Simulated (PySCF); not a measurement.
## Electron correlation in Cl³⁺ (chlorine, charge +3)

[Ne] 3s2 3p2, high-spin 3P determinant. Calculation: PySCF 2.14, in def2-TZVP (5s5p2d1f, 37 functions); the non-relativistic Hamiltonian (point nucleus). Frozen: [Ne]; 4 electrons correlated.

MP2 pair energies summed by pair of shells (mhartree):

```tsv
pair	energy	share (%)
3s-3p	-44.25	63.1
3s-3s	-18.43	26.3
3p-3p	-7.44	10.6
```

Total MP2 correlation energy: -70.12 mhartree.

Same-spin part -11.43 and opposite-spin part -58.69 mhartree; SCS-MP2 scales them by 1/3 and 6/5 to -74.24 mhartree.

```json
{"level": "CCSD", "correlation energy (mhartree)": "-94.23"}
{"level": "(T)", "correlation energy (mhartree)": "-2.01"}
{"level": "CCSD(T)", "correlation energy (mhartree)": "-96.24"}
```

Diagnostics: T1 = 0.0076, D1 = 0.0200, largest double amplitude 0.104.

Cost of the coupled-cluster step: 0.19 s of wall time on 1 thread of Intel(R) Xeon(R) 6975P-C (shared host), for 4 correlated electrons.

Iterations:

```
CC2 = 0
CCSD nocc = (np.int64(3), np.int64(1)), nmo = (32, 32)
frozen orbitals [[0, 1, 2, 3, 4], [0, 1, 2, 3, 4]]
max_cycle = 100
direct = 0
conv_tol = 1e-08
conv_tol_normt = 1e-06
diis_space = 8
diis_start_cycle = 0
Init t2, MP2 energy = -0.0701232924447217
Init E_corr(UCCSD) = -0.0701232924531501
cycle = 1  E_corr(UCCSD) = -0.0866958118251535  dE = -0.0165725194  norm(t1,t2) = 0.0465028
cycle = 2  E_corr(UCCSD) = -0.0914434042028006  dE = -0.00474759238  norm(t1,t2) = 0.017593
cycle = 3  E_corr(UCCSD) = -0.0942392028286518  dE = -0.00279579863  norm(t1,t2) = 0.00781925
cycle = 4  E_corr(UCCSD) = -0.0942217346345198  dE = 1.74681941e-05  norm(t1,t2) = 0.00129886
cycle = 5  E_corr(UCCSD) = -0.0942365671778148  dE = -1.48325433e-05  norm(t1,t2) = 0.000169557
cycle = 6  E_corr(UCCSD) = -0.0942322536648952  dE = 4.31351292e-06  norm(t1,t2) = 3.42502e-05
cycle = 7  E_corr(UCCSD) = -0.0942340497408084  dE = -1.79607591e-06  norm(t1,t2) = 4.63156e-06
cycle = 8  E_corr(UCCSD) = -0.0942336335629786  dE = 4.1617783e-07  norm(t1,t2) = 1.10506e-06
cycle = 9  E_corr(UCCSD) = -0.094233643410641  dE = -9.84766239e-09  norm(t1,t2) = 1.56393e-07
UCCSD converged
E(UCCSD) = -456.8769120593762  E_corr = -0.09423364341064097
UCCSD(T) correction = -0.00200683418098554
```
